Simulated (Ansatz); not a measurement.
Computed with Ansatz on PBE0-D4/def2-TZVP structures; ΔE is electronic, products minus reactants. CCSD(T)/CBS is the MP2 limit (def2-TZVPP, def2-QZVPP) plus CCSD(T) − MP2 in def2-TZVPP, frozen cores. Functionals use def2-TZVPP. B3LYP here is the variant with VWN-RPA as its local correlation; programs differ in this. def2 core potentials past Kr. For Se, Sn outer-core shells are correlated without core-valence functions, which leaves a few kJ/mol of doubt a bond. Scalar relativity is left out up to krypton. One conformer a species, not always the lowest.

Consider the ligand exchange at the Si–Se bond: `[AlH2][Se][SiH3]` + `[OH][SnH2][OH]` → `[OH][SnH2][O][SiH3]` + `[AlH2][SeH]`.

(1) Is it downhill or uphill in electronic energy at CCSD(T)/CBS, and by how much? (An estimate is asked.)

(2) What do these levels give: B3LYP-D4, r2SCAN0-D4, B2PLYP, RPA@PBE/def2-TZVPP, HF/def2-TZVPP, SCS-MP2/def2-TZVPP? (An estimate is asked.)

Largest T1 diagnostic among the species: 0.014.

Answers

(1) Ansatz gave: Downhill: ΔE = -38.9 kJ/mol.

(2) Ansatz gave: B3LYP-D4 -42.0, r2SCAN0-D4 -36.6, B2PLYP -43.8, RPA@PBE/def2-TZVPP -46.5, HF/def2-TZVPP -60.1, SCS-MP2/def2-TZVPP -45.4 kJ/mol.

From BLYP to BHLYP (50 % exact exchange), in def2-TZVPP and without D4, ΔE moves by −9.0 kJ/mol. At CCSD(T), def2-SVP lies −9.4 kJ/mol from the extrapolated value and def2-TZVPP −4.0 kJ/mol.
